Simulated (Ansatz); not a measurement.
Gas-phase electronic energies from Ansatz, PBE0-D4/def2-TZVP geometries. CBS: MP2 limit from def2 TZ/QZ plus the TZ coupled-cluster correction, frozen cores. DFT in def2-TZVPP. B3LYP here is the variant with VWN-RPA as its local correlation; programs differ in this. For Se outer-core shells are correlated without core-valence functions, which leaves a few kJ/mol of doubt a bond. Scalar relativity is left out up to krypton. Each species was taken in one conformer, which may not be the lowest.

Reaction (cleavage of the Si–Si bond): `O[SiH2][SiH]([SiH3])S` + `[SiH3][SeH]` → `O[SiH2][Se][SiH3]` + `[SiH3][SiH2]S`

```csv
level,ΔE (kJ/mol),difference from CCSD(T)/CBS
PBE-D4,-62.3,12.8
r2SCAN-D4,-71.2,3.9
PBE0-D4,-66.7,8.4
B3LYP-D4,-68.3,6.8
ωB97X-V,-70.4,4.7
ωB97M-V,-76.0,-0.9
B2PLYP,-74.0,1.1
PBE,-63.6,11.5
r2SCAN,-71.9,3.2
PBE0,-68.0,7.1
B3LYP,-70.0,5.1
HF/def2-TZVPP,-81.6,-6.5
MP2/def2-TZVPP,-80.9,-5.8
SCS-MP2/def2-TZVPP,-79.3,-4.2
CCSD/def2-TZVPP,-72.6,2.5
CCSD(T)/def2-TZVPP,-71.9,3.2
HF/def2-QZVPP,-82.0,-6.9
MP2/def2-QZVPP,-82.9,-7.8
SCS-MP2/def2-QZVPP,-81.0,-5.9
HF/CBS(def2),-82.1,-7.0
MP2/CBS(def2),-84.1,-9.0
CCSD/CBS(def2),-75.8,-0.7
CCSD(T)/CBS,-75.1,0
```

Largest T1 diagnostic among the species: 0.013.

From PBE to PBE0 (25 % exact exchange), in def2-TZVPP and without D4, ΔE moves by −4.5 kJ/mol.
